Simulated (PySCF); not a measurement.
The complex [MnBr4]- (charge -1) contains Mn(III), shell d4. The structure is a model geometry with rigid ligands and bond lengths from ionic radii and bond length changed to 0.96 of its base value, not a minimum; coordination tetrahedral, point group Td, metal–donor distances 2.29 Å.

```
5

Mn    0.000    0.000    0.000
Br    1.322    1.322    1.322
Br   -1.322   -1.322    1.322
Br   -1.322    1.322   -1.322
Br    1.322   -1.322   -1.322
```

Method (PySCF 2.14, density fitting): CASSCF(4,5) with orbitals averaged over all microstates of the shell, strongly contracted NEVPT2 on the averaged canonical orbitals; basis x2c-TZVPall on the metal, x2c-SVPall elsewhere; spin-free X2C; IEF-PCM water; spin-orbit coupling by state interaction with the mean-field operator over all roots.

Task: What is the ground state?

Result: 5T2 (S = 2, orbital degeneracy 3), with 2.0 electrons in the lower (e-type) set and 2.0 in the upper (t2-type) set, by NEVPT2.

Task: Where do the spin-allowed transitions within the shell lie?

Result: By NEVPT2: 5E at 9351 cm⁻¹ (1069 nm). The strongest, at 9351 cm⁻¹, has f = 8.0e-04.

Task: Which is the lowest state of another spin?

Result: 3T1 at 12280 cm⁻¹ by NEVPT2; CASSCF alone puts it at 16033 cm⁻¹ above the same ground state.

Task: What ligand-field parameters describe the result?

Result: At CASSCF level (the NEVPT2 levels don't fit a ligand-field model well): orbital energies 0, 0, 5384, 5384, 5384 cm⁻¹; 10Dq = 5384 cm⁻¹; B = 976 cm⁻¹; C = 3727 cm⁻¹; B over its free-ion value at the same level 0.796; rms of the fit 403 cm⁻¹; ζ = 233 cm⁻¹ (free ion 363).

Task: What magnetic behaviour follows?

Result: Degenerate or low-lying orbital states mix with the ground state, so no spin-only Hamiltonian applies. The lowest spin-orbit level is 1-fold; the next lies at 10.7 cm⁻¹. μeff is 4.90 μB at 300 K and 3.77 μB at 10 K; the spin-only value is 4.90 μB.

The geometry is a model, and the complex may not exist in this form. Charge-transfer states lie outside this active space and may come lower than some of these levels. The ground state is orbitally degenerate in this regular structure, which would distort (Jahn–Teller), so its moment is that of the undistorted model. NEVPT2 lifts 5E from 6708 to 9351 cm⁻¹; on the d shell alone such lifts tend to overshoot. NEVPT2 on the d shell alone tends to put d–d bands too high for such charged or covalently bound ions. Gaps between spin states lean to high spin in this active space.

The job took 44 s on one thread of Arm Neoverse N1 (shared host), with 176 basis functions and a peak of 0.55 GiB, launched as `OMP_NUM_THREADS=1 python lf_run.py task.json out`.
